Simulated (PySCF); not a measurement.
**Diatomics of F with the second period**

MP2 with double-zeta basis sets in PySCF, for the lowest determinant that a PBE0 search found; no spin–orbit coupling. De refers to high-spin ground-configuration atoms.

```
 M        basis  reference, frozen orbitals  state (unpaired electrons)  Re (Å)  ωe (cm⁻¹)  De (eV)
Li      cc-pVDZ                      RHF, 1      singlet (closed shell)   1.591        970     5.57
Be  aug-cc-pVDZ                      UHF, 1               doublet (σ ↑)   1.411       1177     6.11
 B   x2c-SVPall                      RHF, 2      singlet (closed shell)   1.269       1431     7.91
 C    def2-SVPD                      UHF, 2               doublet (π ↑)   1.280       1312     5.64
 F     def2-SVP                      RHF, 2      singlet (closed shell)   1.407        972     1.43
```

The shortest bond is that of BF (1.269 Å), the longest that of LiF (1.591 Å). BF is bound most strongly (7.91 eV) and F2 least (1.43 eV).

The rows differ in basis set, which adds steps of its own.

The state changes along the series, so neighbouring rows are not always alike in their bonding.

Correlated steps freeze the inner cores (1 to 2 orbitals); shallow outer-core shells are correlated. Correlated levels converge slowly with the basis: in double zeta they bind strong bonds too weakly, by up to about 1 eV, and carry superposition errors of some tenths. Where the molecule has an RHF reference, its open-shell atoms are computed with UHF. States were picked by a PBE0 search and need not be the measured ground states.
